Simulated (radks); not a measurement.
Question: Isoelectronic series with 40 electrons, each ion in its NIST ground configuration. Calculated with a radial shooting solver on a logarithmic mesh with Libxc functionals: scalar-relativistic Kohn-Sham, PBE, spin-polarised, spherical densities, point nucleus; open shells are filled with parallel spins first (spin-orbit coupling, left out, can overturn this in heavy ions). Total energies (hartree) and mean radii <r> (bohr) (* marks an orbital that is empty in some or all of the ions):

ion,configuration,E (hartree),4d up,5s up*,4p down,4p up
Zr,[Kr] 4d2 5s2,-3598.55241,2.259,3.667,1.366,1.372
Nb+,[Kr] 4d4,-3819.46259,2.032,3.330,1.298,1.310
Mo2+,[Kr] 4d4,-4047.90733,1.713,2.899,1.223,1.231
Tc3+,[Kr] 4d4,-4283.81378,1.510,2.586,1.154,1.160
Rh5+,[Kr] 4d4,-4778.04793,1.251,2.159,1.037,1.039
Pd6+,[Kr] 4d4,-5036.41669,1.160,2.003,0.9868,0.9883
Ag7+,[Kr] 4d4,-5302.32262,1.084,1.872,0.9415,0.9424
Cd8+,[Kr] 4d4,-5575.79727,1.019,1.759,0.9004,0.9009
In9+,[Kr] 4d4,-5856.87494,0.9622,1.661,0.8629,0.8630
Sn10+,[Kr] 4d4,-6145.59241,0.9126,1.575,0.8285,0.8284
Sb11+,[Kr] 4d4,-6441.98867,0.8686,1.498,0.7968,0.7965
Te12+,[Kr] 4d4,-6746.10483,0.8290,1.429,0.7676,0.7672
I13+,[Kr] 4d4,-7057.98398,0.7934,1.367,0.7405,0.7400
Xe14+,[Kr] 4d4,-7377.67120,0.7609,1.310,0.7152,0.7147

Estimate the row of Ru4+ ([Kr] 4d4).

Answer: E (hartree) -4527.18821; 4d up 1.364; 5s up* 2.348; 4p down 1.092; 4p up 1.096.
